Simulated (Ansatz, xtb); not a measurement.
**Isomers of FGeH5SSi in order of energy**

4 gas-phase structures of FGeH5SSi, from a drawn sample of its isomers (lower ones may exist). Each was relaxed with GFN2-xTB; where two conformers were screened, the lower at r2SCAN-D4/def2-SVP is listed:

A. `F[SiH2][GeH2][SH]`, a singlet
B. `[F][GeH2][SiH2]S`, a singlet
C. `[F][Ge@@H]([SiH3])[SH]`, a singlet
D. `F[Si@@H](S)[GeH3]`, a singlet

Make a reasoned guess at their ranking by r2SCAN-D4/def2-SVP single-point energy.

Calculated order at r2SCAN-D4/def2-SVP: D (0.0), A (5.0), C (14.5), B (16.3) kcal/mol.

Energies above the lowest of each column, in kcal/mol; the last columns are at B3LYP/def2-SVP geometries:

```
structure  GFN2-xTB  HF/STO-3G  r2SCAN-D4/def2-SVP  B3LYP/def2-SVP  CCSD(T)/def2-SVP + ΔMP2/def2-TZVPP
        D       8.7        0.0                 0.0             0.0                                 0.0
        A       0.0        4.1                 5.0             4.7                                 5.4
        C       6.1       15.6                14.5            14.3                                18.0
        B      13.3       17.0                16.3            16.0                                19.2
```

CCSD(T)/def2-SVP + ΔMP2/def2-TZVPP puts D lowest; GFN2-xTB picks A. Flexible structures stand in one conformer each, not always the lowest. The ΔMP2 step shifts differences by up to 3.2 kcal/mol, which makes them less sure. ΔMP2 is the change of the MP2 energy from the smaller to the larger basis.

Over these structures GFN2-xTB departs from r2SCAN-D4/def2-SVP by 5.3 kcal/mol on average once a common shift is removed. A GFN2-xTB relaxation took about 0.14 s and the r2SCAN-D4/def2-SVP energy about 1.7 s on a shared host (Ansatz 0.2.0, xtb 6.7.1).
